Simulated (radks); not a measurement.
Values are calculated unless marked as measured or tabulated.
Task: All-electron atom: Ni11+ in [He] 2s1 2p6 3s2 3p6 (not the ground configuration). Level of theory: non-relativistic Kohn-Sham, PBE, spin-polarised, spherical densities, point nucleus; open shells are filled with parallel spins first (a radial shooting solver on a logarithmic mesh with Libxc functionals). Some entries of the table are withheld. Estimate them.

| orbital | occ. | eigenvalue (Ry) | r(max) (bohr) | <r^2> (bohr^2) |
|---|---|---|---|---|
| 1s up | 1 | -624.8133 | 0.03613 | 0.004027 |
| 1s down | 1 | -624.4851 | 0.03614 | 0.004028 |
| 2s up | 1 | -96.99761 | 0.2062 | 0.07049 |
| 2s down | 0 | -96.39067 | 0.2062 | 0.07072 |
| 2p up | 3 | -88.34809 | 0.1649 | 0.05545 |
| 2p down | 3 | -87.82375 | 0.1647 | 0.05553 |
| 3s up | 1 | (1) | 0.5994 | 0.4885 |
| 3s down | 1 | (2) | 0.6005 | 0.4901 |
| 3p up | 3 | (3) | 0.5860 | 0.4863 |
| 3p down | 3 | (4) | 0.5870 | 0.4880 |

Result: 
(1) 3s up eigenvalue (Ry): -28.25104
(2) 3s down eigenvalue (Ry): -28.19875
(3) 3p up eigenvalue (Ry): -25.43234
(4) 3p down eigenvalue (Ry): -25.39130
